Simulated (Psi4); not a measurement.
formic acid (CH2O2), singlet, at a GFN2-xTB geometry; CEPA(1)/def2-SVP in Psi4 1.11.

Psi4 was given this input:
```
memory 2 GB

molecule mol {
0 1
  O    -1.016135   -0.435064    0.000080
  C    -0.001727    0.412940   -0.007311
  O     1.152871    0.114081    0.006617
  H    -0.699045   -1.354439    0.018703
  H    -0.384483    1.444668   -0.028412
}

set basis def2-svp
set reference rhf

energy('cepa(1)')
print_variables()
```

The log (banner, timings and long lists left out):

```
   => Loading Basis Set <=

    Name: DEF2-SVP
    Role: ORBITAL
    Keyword: BASIS

         ---------------------------------------------------------
                                   SCF
               by Justin Turney, Rob Parrish, Andy Simmonett
                          and Daniel G. A. Smith
                              RHF Reference
         ---------------------------------------------------------

  ==> Geometry <==

    Molecular point group: c1
    Full point group: C1

    Geometry (in Angstrom), charge = 0, multiplicity = 1:

       Center              X                  Y                   Z               Mass
    ------------   -----------------  -----------------  -----------------  -----------------
         O           -1.039487653209    -0.433153778960    -0.000128691880    15.994914619570
         C           -0.025079653209     0.414850221040    -0.007519691880    12.000000000000
         O            1.129518346791     0.115991221040     0.006408308120    15.994914619570
         H           -0.722397653209    -1.352528778960     0.018494308120     1.007825032230
         H           -0.407835653209     1.446578221040    -0.028620691880     1.007825032230

  Running in c1 symmetry.

  Rotational constants: A =      2.64232  B =      0.40870  C =      0.35395 [cm^-1]
  Rotational constants: A =  79214.72419  B =  12252.40273  C =  10611.14234 [MHz]
  Nuclear repulsion =   70.746940782672340

  Charge       = 0
  Multiplicity = 1
  Electrons    = 24
  Nalpha       = 12
  Nbeta        = 12

  ==> Algorithm <==

  SCF Algorithm Type is PK.
  DIIS enabled.
  MOM disabled.
  Fractional occupation disabled.
  Guess Type is SAD.
  Energy threshold   = 1.00e-08
  Density threshold  = 1.00e-08
  Integral threshold = 1.00e-12

  ==> Primary Basis <==

  Basis Set: DEF2-SVP
    Blend: DEF2-SVP
    Number of shells: 24
    Number of basis functions: 52
    Number of Cartesian functions: 55
    Spherical Harmonics?: true
    Max angular momentum: 2

  ==> Integral Setup <==

  Using in-core PK algorithm.
   Calculation information:
      Number of atoms:                   5
      Number of AO shells:              24
      Number of primitives:             46
      Number of atomic orbitals:        55
      Number of basis functions:        52

      Integral cutoff                 1.00e-12
      Number of threads:                 1

  Performing in-core PK
  Using 1900262 doubles for integral storage.
  We computed 44808 shell quartets total.
[...]
  @RHF Final Energy:  -188.61992437759108
    Total Energy =                       -188.6199243775910759
[...]
      1   1 1   -0.4984406857    0.0049423638    0.0685813893        1
      2   2 1   -0.5131876775   -0.0147469918    0.0280938603        0
      3   3 1   -0.5194407064   -0.0062530289    0.0142052649        0
      4   4 1   -0.5192824635    0.0001582429    0.0042855087        0
      5   5 1   -0.5194245917   -0.0001421282    0.0019112035        0
      6   6 1   -0.5194586101   -0.0000340184    0.0006323640        0
      7   7 1   -0.5194337913    0.0000248187    0.0002688783        0
      8   8 1   -0.5194317086    0.0000020827    0.0001240005        0
      9   8 2   -0.5194339901   -0.0000022815    0.0000468492        0
     10   8 3   -0.5194338793    0.0000001108    0.0000198733        0
     11   8 4   -0.5194344209   -0.0000005416    0.0000072269        0
     12   8 5   -0.5194347461   -0.0000003252    0.0000028886        0
     13   8 6   -0.5194348284   -0.0000000824    0.0000010060        0
     14   8 7   -0.5194348769   -0.0000000485    0.0000003877        0
     15   8 8   -0.5194348756    0.0000000013    0.0000001871        0
     16   8 1   -0.5194348762   -0.0000000006    0.0000000700        0

  CEPA(1) iterations converged!

        OS SCS-MP2 correlation energy:          -0.443067545675
        SS SCS-MP2 correlation energy:          -0.044720031576
        SCS-MP2 correlation energy:             -0.487787577251
      * SCS-MP2 total energy:                 -189.107711954842

        OS MP2 correlation energy:              -0.369222954729
        SS MP2 correlation energy:              -0.134160094729
        MP2 correlation energy:                 -0.503383049457
      * MP2 total energy:                     -189.123307427049

        OS CEPA(1) correlation energy:          -0.402091696050
        SS CEPA(1) correlation energy:          -0.117343180188
        CEPA(1) correlation energy:             -0.519434876238
      * CEPA(1) total energy:                 -189.139359253829

  Total time for CEPA(1) iterations:       0.48 s (user)
                                        0.25 s (system)
                                           1 s (total)

  Time per iteration:                   0.03 s (user)
                                        0.02 s (system)
                                        0.06 s (total)

  Variable Map:
  ----------------------------------------------------------------------------
[...]
  Array Variable Map:
  ----------------------------------------------------------------------------
[...]
[...]
```
